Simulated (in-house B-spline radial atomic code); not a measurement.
A fraction x of an electron is moved 3d → 4d in the palladium ion Pd²⁺, starting from [Kr] 4d8 and keeping the highest spin. All numbers are computed (scalar-relativistic (X2C) HSE06, spin-polarised, spherical fractional occupations; Fermi nucleus of rms radius 4.5318 fm) with a B-spline radial code for spherical atoms, not measured.

Caution: exact exchange at fractional occupations of open shells leaves self-interaction of up to several eV.

| x | E(x) - E(0) (eV) | 3d down level (eV) | 4d down level (eV) |
| --- | --- | --- | --- |
| 0 | 0.0000 | -359.130 | -26.727 |
| 0.125 | 41.6730 | -361.430 | -27.065 |
| 0.25 | 83.5910 | -363.725 | -27.402 |
| 0.375 | ? | ? | ? |
| 0.5 | 168.1598 | -368.301 | -28.077 |
| 0.625 | 210.8092 | -370.582 | -28.415 |
| 0.75 | ? | ? | ? |
| 0.875 | 296.8357 | -375.131 | -29.090 |
| 1 | 340.2116 | -377.399 | -29.427 |

Question: What belongs in the row x = 0.375?

Answer: An energy change of 125.7535 eV; 3d down at -366.015 eV, 4d down at -27.740 eV.

Question: What belongs in the row x = 0.75?

Answer: An energy change of 253.7013 eV; 3d down at -372.859 eV, 4d down at -28.752 eV.

Question: Check Janak's theorem between x = 0.125 and 0.25.

Answer: The slope of the energy is 335.34 eV; the orbital levels give 335.34 eV (ε of the receiving orbital less ε of the emptying one, averaged over the two points).
